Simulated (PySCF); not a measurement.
C3H6N2Si, SMILES C1=NC[SiH2]N=C1. Coordinates come from a B3LYP-D3(BJ)/def2-SVP optimisation. This is a generated structure with no PubChem entry under its InChIKey; it may be hypothetical. One conformer was computed; it need not be the lowest.

Computed with B3LYP-D3(BJ)/def2-SVP in PySCF.

Harmonic wavenumbers (cm⁻¹): 85, 254, 370, 449, 463, 525, 660, 706, 724, 791, 846, 865, 884, 915, 960, 981, 1023, 1190, 1256, 1380, 1395, 1410, 1682, 1746, 2226, 2243, 3005, 3011, 3073, 3082. Rotational constants (GHz): 4.471, 3.455, 2.052; symmetry number 1.

Problem. Work out the zero-point energy and the ideal-gas rigid-rotor harmonic-oscillator thermochemistry at 298.15 K and 1 atm.

Solution. ZPE = ½ Σ hcν = ½ × 38197 cm⁻¹ = 54.61 kcal/mol. H − E(el) = 58.95 kcal/mol. Entropy in cal/(mol K): translation 39.66, rotation 26.72, vibration 10.92, total 77.30. G − E(el) = 35.90 kcal/mol. Cp = 24.36 cal/(mol K). Modes under 150 cm⁻¹ make the vibrational entropy uncertain.
